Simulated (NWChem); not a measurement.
System: disiloxane (Si2H6O); SMILES [SiH3]O[SiH3]

The following NWChem deck was run.

```
start job
memory heap 200 mb stack 900 mb global 1100 mb
geometry units angstroms noautosym nocenter noautoz
  Si     0.013295     1.595427    -0.052574
  O      0.230776     0.000581     0.334254
  Si     0.019467    -1.595339    -0.051564
  H     -1.443479     1.907326    -0.172459
  H      0.611015     2.429474     1.027466
  H      0.681743     1.911143    -1.351553
  H      0.689148    -1.909293    -1.350333
  H     -1.436089    -1.912943    -0.171267
  H      0.620392    -2.426382     1.029013
end
basis spherical
  Si library 6-31+g*
  O library 6-31+g*
  H library 6-31+g*
end
dft
  xc pbe0
  iterations 150
end
property
  response 1 0.0
end
task dft property
```

All runs use the structure optimised with PBE0/def2-SVP.

Static field.

Give the results of this calculation. (PBE0/6-31+G* (spherical d).) Quantities: isotropic polarisability (bohr³); anisotropy (bohr³).


| Property | Value |
|---|---|
| isotropic polarisability (bohr³) | 50.3 |
| anisotropy (bohr³) | 5.9 |
